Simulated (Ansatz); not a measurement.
Ideal-gas functions of `O=C=NB(F)Cl` at 500 K and 1 bar, from an Ansatz frequency run at PBE0-D4/def2-TZVP.

Molar mass 107.28 g/mol, point group Cs (symmetry number 1), electronic degeneracy 1, moments of inertia 99.353, 289.861, 389.215 u Å². Harmonic wavenumbers (cm⁻¹, unscaled): 70, 93, 342, 390, 579, 586, 651, 667, 1071, 1344, 1604, 2409.

Use S(trans) = R[1.5 ln M + 2.5 ln T − 1.1517]; rotational temperatures θ = 24.2544 K / I; S(rot) = R[ln(√π/σ · √(T³/θAθBθC)) + 1.5]; for each mode x = 1.438777 ν̃/T, S = R[x/(eˣ − 1) − ln(1 − e⁻ˣ)] and H = RT x/(eˣ − 1); 1 cm⁻¹ = 0.0119627 kJ/mol; R = 8.31446 J/(mol·K).

Q: By hand: the entropy, in J/(mol·K).

A: Translation 177.9. Rotation: θ = 0.2441, 0.0837, 0.0623 K, giving 122.5. Vibration, mode by mode: 21.65, 19.30, 8.78, 7.78, 4.97, 4.89, 4.21, 4.06, 1.62, 0.86, 0.47, 0.06, in all 78.7. Electronic 0.0. Sum 379.1 J/(mol·K).

Q: By hand: H − E and G − E in kJ/mol, counted from the electronic energy.

A: Zero-point energy ½ × 9806 × 0.0119627 = 58.7; thermal vibration 19.2; translation, rotation and pV give 4 RT = 16.6. H − E = 94.5 kJ/mol, and G − E = 94.5 − 500 × 379.1/1000 = -95.1 kJ/mol.

Vibration gives 21 % of the entropy, 41.0 J/(mol·K) of it from the modes under 150 cm⁻¹: soft modes count most, and the harmonic formula is weakest for them. The sum counts one conformer and one mirror image; others add a mixing term.
